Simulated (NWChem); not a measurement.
Species: CdSiH$_{3}$OI; SMILES [SiH3][O][Cd][I]

```xyz
7

Cd     0.2067     0.5087     0.0009
I     -0.0971    -2.0621    -0.0003
O      0.5643     2.4616    -0.0031
Si    -0.4883     3.7585    -0.0002
H     -1.4020     3.7611    -1.2053
H      0.3242     5.0254    -0.0171
H     -1.3758     3.7767     1.2241
```
Atoms are numbered in this order, from 1.

Results from NWChem. All runs use the structure optimised with PBE-D3(BJ)/def2-SVP (def2 core potentials past Kr). Not confirmed as a minimum by frequencies.

For level B3LYP/3-21G, non-relativistic:

```yaml
highest occupied level (eV): -7.27
orbital gap (eV): 4.98
dipole (D): 0.37
```

Problem. Estimate the same quantities for level B3LYP/STO-3G, non-relativistic.

Solution. The highest occupied level (eV) comes out as -3.47. The orbital gap (eV) is 6.18. The dipole (D) comes out as 1.79.
